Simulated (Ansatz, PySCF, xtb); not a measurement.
Pair of molecules: HCl (SMILES Cl) (first 2 atoms) with CH4O (SMILES CO); geometry from B3LYP-D3(BJ)/def2-TZVP, rigid monomers moved along the line of their centres of mass till H2···O4 is 1.59 Å.
(charge 0, multiplicity 1):
```xyz
8

Cl     0.66262    -0.26536     0.25138
H     -0.00026    -0.38572     1.37780
C      0.22164     0.12433     3.75836
O     -0.70714    -0.40600     2.80658
H      0.49087     1.15733     3.52434
H      1.11402    -0.49449     3.69702
H     -0.18179     0.06835     4.77190
H     -1.51212     0.12324     2.81721
```

Monomers are frozen at their geometry in the pair; levels with a basis set take the counterpoise correction.

Programs: Ansatz (Gaussian orbitals); PySCF for the dispersion terms; xtb for the GFN methods. Each number belongs to the level named beside it.

Q: Predict the interaction energy from GFN-FF.

A: -60 meV

Q: What interaction energy does r2SCAN-D3(BJ)/def2-TZVPPD give?

A: -329 meV

Q: Predict the interaction energy from B3LYP-D3(BJ)/def2-TZVPPD.

A: -288 meV

Ansatz is a quantum-chemistry and plane-wave program.
